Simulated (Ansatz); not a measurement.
Cost and result up the ladder for Sr₃S₄ (7 atoms). Charge 0, multiplicity 1. Geometry: PBE-D4/def2-SVP.

| atom | x (Å) | y (Å) | z (Å) |
| --- | --- | --- | --- |
| Sr1 | 0.272 | -1.576 | 0.162 |
| Sr2 | 1.838 | 1.200 | -1.887 |
| Sr3 | -2.196 | 0.871 | 1.673 |
| S4 | 0.489 | 1.473 | 0.690 |
| S5 | -0.926 | 1.060 | -0.951 |
| S6 | 2.357 | -1.344 | -1.693 |
| S7 | -1.835 | -1.686 | 2.005 |

Ansatz on 4 threads of INTEL XEON PLATINUM 8581C on a shared host. Times are rough, and most runs start from the orbitals of an earlier one. ωB97M-V/def2-TZVP serves as the yardstick here, not as an exact answer. Differences are given only for rows in sets of like size (and for xTB, whose basis is part of the method), since another set adds its own error. Binding counts from free atoms at the same level (Sr singlet, S triplet; other spins of the atoms weren't run), without zero-point energy or a counterpoise term.

In the def2 sets Sr takes a core potential; there is no spin–orbit coupling. Correlated methods freeze 20 core orbitals; core or outer-core shells of Sr are correlated, in sets that lack core-valence functions. The rows differ in basis, and correlated rows in double-zeta sets carry the largest basis error. Another isomer (singlet) lies 0.30 eV lower at PBE0-D4/def2-TZVP; other spin states weren't run for this one.

Correlated methods converge slowly with the basis, most of all in double-zeta sets.

```json
{"level": "PBE-D4/def2-SVP", "functions": "141", "wall time": "2 s", "binding energy per atom (eV)": "3.36", "difference from ωB97M-V/def2-TZVP (eV)": "–"}
{"level": "PBE0-D4/def2-SVP", "functions": "141", "wall time": "3.2 s", "binding energy per atom (eV)": "3.28", "difference from ωB97M-V/def2-TZVP (eV)": "–"}
{"level": "BLYP-D4/def2-TZVP", "functions": "247", "wall time": "3.3 s", "binding energy per atom (eV)": "3.07", "difference from ωB97M-V/def2-TZVP (eV)": "-0.11"}
{"level": "PBE-D4/def2-TZVP (with forces)", "functions": "247", "wall time": "4.1 s", "binding energy per atom (eV)": "3.29", "difference from ωB97M-V/def2-TZVP (eV)": "0.11"}
{"level": "MP2/def2-TZVP", "functions": "247", "wall time": "5.5 s", "binding energy per atom (eV)": "3.02", "difference from ωB97M-V/def2-TZVP (eV)": "-0.16"}
{"level": "PBE0-D4/def2-TZVP", "functions": "247", "wall time": "6.5 s", "binding energy per atom (eV)": "3.22", "difference from ωB97M-V/def2-TZVP (eV)": "0.04"}
{"level": "r2SCAN-D4/def2-TZVP", "functions": "247", "wall time": "6.5 s", "binding energy per atom (eV)": "3.37", "difference from ωB97M-V/def2-TZVP (eV)": "0.19"}
{"level": "BHLYP-D4/def2-TZVP", "functions": "247", "wall time": "6.5 s", "binding energy per atom (eV)": "3.00", "difference from ωB97M-V/def2-TZVP (eV)": "-0.18"}
{"level": "ωB97M-V/def2-TZVP", "functions": "247", "wall time": "14 s", "binding energy per atom (eV)": "3.19", "difference from ωB97M-V/def2-TZVP (eV)": "0.00"}
{"level": "CCSD(T)/def2-SVP", "functions": "141", "wall time": "22 s", "binding energy per atom (eV)": "2.78", "difference from ωB97M-V/def2-TZVP (eV)": "–"}
```
